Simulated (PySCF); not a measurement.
Compound: C₃H₆NO₃S (doublet state).
Cartesian coordinates in Å at the GFN2-xTB level; atoms count from 1:
```
atom  x, y, z in Å
C1     1.7145   -0.8577   -0.5277
S2     1.1191    0.7729   -0.5191
O3     0.4179    1.0582   -1.7403
O4     2.1407    1.6906   -0.0892
C5    -0.1743    0.7142    0.8218
C6    -0.9196   -0.4919    0.3800
N7    -2.2272   -0.3592    0.1032
O8    -0.3182   -1.5465    0.2138
H9     1.6290   -1.4335   -1.4228
H10    2.3750   -1.1461    0.2611
H11    0.3709    0.5569    1.7458
H12   -0.7388    1.6389    0.8350
H13   -2.6813    0.5369    0.1217
H14   -2.7082   -1.1343   -0.3249
```

The hyperfine couplings belong to this conformer and change with its torsions.

Identity: `[CH2]S(=O)(=O)CC(N)=O` [radical].

Computed, not measured: UKS B3LYP, pcH-1 on C H N O S, non-relativistic, mean-field spin-orbit, GIAO (PySCF 2.14.0). The structure is a single GFN2-xTB conformer in the gas phase; no vibrational or solvent corrections. Couplings are sensitive to structure, and on GFN2-xTB geometries they can be far from those on DFT ones. Stability of the SCF solution: not tested.

Question: Predict the first-order ENDOR lines of C1, C5, C6, N7, H10, H9, H13, H11/H12 and H14 under fast tumbling at B = 344.1 mT (X band).

Answer: ν± = |νn ± a/2|, one line for each electron-spin manifold; νn = |g_N| × 7.62259 MHz/T × B.

| nuclei | isotope | g_N | νn (MHz) | a_iso (MHz) | lower line (MHz) | upper line (MHz) |
| --- | --- | --- | --- | --- | --- | --- |
| C1 | 13C | 1.4048 | 3.68 | 122.44 | 57.53 | 64.90 |
| C5 | 13C | 1.4048 | 3.68 | -5.60 | 0.89 | 6.48 |
| C6 | 13C | 1.4048 | 3.68 | -4.51 | 1.43 | 5.94 |
| N7 | 14N | 0.4038 | 1.06 | 7.23 | 2.56 | 4.67 |
| H10 | 1H | 5.5857 | 14.65 | -58.48 | 14.59 | 43.89 |
| H9 | 1H | 5.5857 | 14.65 | -58.16 | 14.43 | 43.73 |
| H13 | 1H | 5.5857 | 14.65 | 4.12 | 12.59 | 16.71 |
| H11/H12 | 1H | 5.5857 | 14.65 | 3.65 | 12.83 | 16.47 |
| H14 | 1H | 5.5857 | 14.65 | -1.46 | 13.92 | 15.38 |

The rows for 13C, of low natural abundance, apply to labelled samples.

Question: Which pairs are centred on the nuclear Larmor frequency, and which on half the coupling?

Answer: Centred on νn, since |a| < 2νn: C5, C6, H13, H11/H12 and H14. Centred on |a|/2 and split by 2νn: C1, N7, H10 and H9.

Nuclei that the bonding pattern makes equivalent are averaged, as if the motion that swaps them (rotation, inversion, ring flip) were fast. H9 and H10 aren't averaged: C1 is flat or nearly so (angle sum 358°), and its turn about the short C1–S2 bond (1.74 Å) is taken as slow. H13 and H14 aren't averaged: N7 is flat or nearly so (angle sum 359°), and its turn about the short N7–C6 bond (1.34 Å) is taken as slow.

The largest Mulliken spin populations are on C1 (+0.92) and O8 (+0.07). C1 is the only atom above +0.15. The angles at C1 add up to 357.9°, so it is nearly planar; its axial dipolar tensor and the negative couplings of its protons fit spin in a p orbital normal to that plane.

Time: 99 s wall (with the writing of density and orbital grids); peak memory 1.0 GiB. Hardware: one thread of an Arm Neoverse V2, shared host with 96 logical CPUs at a one-minute load of 72.
